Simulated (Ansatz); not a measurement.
An input meant for (MgSe)4 cube (Mg4Se4) (charge 0, singlet; atoms displaced at random, 0.08 Å in each coordinate).

```yaml
crystal:
  periodic: [false, false, false]
  atoms:
    - {symbol: Mg, position_ang: [1.550764, 0.609541, 0.790497]}
    - {symbol: Mg, position_ang: [-1.118059, 1.335115, 0.168117]}
    - {symbol: Mg, position_ang: [-0.584039, -1.556209, 0.699401]}
    - {symbol: Mg, position_ang: [0.232531, -0.323457, -1.801428]}
    - {symbol: Se, position_ang: [0.737646, 2.033853, -1.072689]}
    - {symbol: Se, position_ang: [-0.438265, 0.281969, 2.232731]}
    - {symbol: Se, position_ang: [1.658512, -1.848903, -0.402892]}
    - {symbol: Se, position_ang: [-2.258156, -0.756449, -1.072614]}
basis:
  gaussian: {orbitals: STO-3G}
hamiltonian: {xc: {name: HF}}
correlation: {active_space: {window: {electrons: 6, orbitals: 2}}}
accuracy: high
scf: {omitted_lower_state_checks: [starts]}
output: {forces: true}
```

```sh
$ ansatz run in.yaml --threads 4 --pin off --events-out ev --progress --plain --max-ram 4787MiB
```

Output, abridged:

```
Functional definition: HF
1956 factors; integrals over basis functions are off by at most 8.0e-9 eV
mean field evaluation 1: about -279816.0152 eV, gradient 3.6e1 eV
mean field evaluation 2: about -279816.8598 eV, gradient 3.7e1 eV
mean field evaluation 4: about -279823.5235 eV, gradient 2.3e0 eV
mean field evaluation 8: about -279823.6038 eV, gradient 9.1e-2 eV
mean field evaluation 16: about -279823.6039 eV, gradient 1.1e-7 eV
mean field -279823.60391580 eV, -10283.3277726547 hartree, gradient 2.3e-8 eV, S^2 0.000000; 0 other end points of the search recorded, 0 dependent functions left out
reference -279823.60391580 eV, -10283.3277726547 hartree; 92, 92 occupied and 16, 16 virtual orbitals, 1956 factors
Error: 6 electrons in 2 orbitals form no window around the highest filled level of the reference
```

Problem. Something in this input is off. What?

Solution. The active space doesn't fit the electrons. The run stopped with an error.
